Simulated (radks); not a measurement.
Nb-, 42 electrons, occupied as [Kr] 4d4 5s2.

Method: scalar-relativistic Kohn-Sham, r2SCAN, spin-unpolarised, spherical densities, finite nucleus; meta-GGA in the generalised Kohn-Sham scheme; Fermi nuclear charge, rms radius 4.324 fm; hard spherical wall at 12 bohr; computed with a radial shooting solver on a logarithmic mesh with Libxc functionals.

Energy parts (Ry):
| part | energy |
|---|---|
| total | -7640.34529 |
| kinetic | 7866.86677 |
| electron-nucleus | -18420.89071 |
| Hartree | 3152.05264 |
| exchange-correlation | -238.37399 |

Orbitals (lengths in bohr, moments of r in powers of bohr; r(max) is where P^2 peaks; r(90%) holds 90 % of the orbital's charge):
[
 {"orbital": "1s", "occ.": "2", "eigenvalue (Ry)": "-1385.140", "<1/r>": "42.39", "r(90%)": "0.0647", "<r^4>": "8.005e-06", "r(max)": "0.02349"},
 {"orbital": "2s", "occ.": "2", "eigenvalue (Ry)": "-194.3144", "<1/r>": "9.542", "r(90%)": "0.244", "<r^4>": "0.001493", "r(max)": "0.1331"},
 {"orbital": "2p", "occ.": "6", "eigenvalue (Ry)": "-173.2849", "<1/r>": "9.272", "r(90%)": "0.224", "<r^4>": "0.001073", "r(max)": "0.1065"},
 {"orbital": "3s", "occ.": "2", "eigenvalue (Ry)": "-32.51507", "<1/r>": "3.262", "r(90%)": "0.653", "<r^4>": "0.07795", "r(max)": "0.3949"},
 {"orbital": "3p", "occ.": "6", "eigenvalue (Ry)": "-25.57063", "<1/r>": "3.095", "r(90%)": "0.673", "<r^4>": "0.08722", "r(max)": "0.3890"},
 {"orbital": "3d", "occ.": "10", "eigenvalue (Ry)": "-14.25637", "<1/r>": "2.853", "r(90%)": "0.693", "<r^4>": "0.1003", "r(max)": "0.3356"},
 {"orbital": "4s", "occ.": "2", "eigenvalue (Ry)": "-4.05525", "<1/r>": "1.166", "r(90%)": "1.69", "<r^4>": "3.574", "r(max)": "1.033"},
 {"orbital": "4p", "occ.": "6", "eigenvalue (Ry)": "-2.24589", "<1/r>": "1.027", "r(90%)": "1.94", "<r^4>": "6.156", "r(max)": "1.123"},
 {"orbital": "4d", "occ.": "4", "eigenvalue (Ry)": "0.15492", "<1/r>": "0.6043", "r(90%)": "4.29", "<r^4>": "184.2", "r(max)": "1.485"},
 {"orbital": "4f", "occ.": "0", "eigenvalue (Ry)": "0.51092", "<1/r>": "0.1302", "r(90%)": "10.1", "<r^4>": "5323", "r(max)": "8.636"},
 {"orbital": "5s", "occ.": "2", "eigenvalue (Ry)": "0.03705", "<1/r>": "0.3064", "r(90%)": "6.48", "<r^4>": "690.3", "r(max)": "3.278"},
 {"orbital": "5p", "occ.": "0", "eigenvalue (Ry)": "0.21818", "<1/r>": "0.2115", "r(90%)": "8.54", "<r^4>": "1973", "r(max)": "4.966"},
 {"orbital": "6s", "occ.": "0", "eigenvalue (Ry)": "0.35767", "<1/r>": "0.1894", "r(90%)": "10.0", "<r^4>": "4611", "r(max)": "8.477"}
]

The highest occupied level is 4d at 2.108 eV. The electron density at the nucleus is 8.402e+04 e/bohr^3 (large components only).
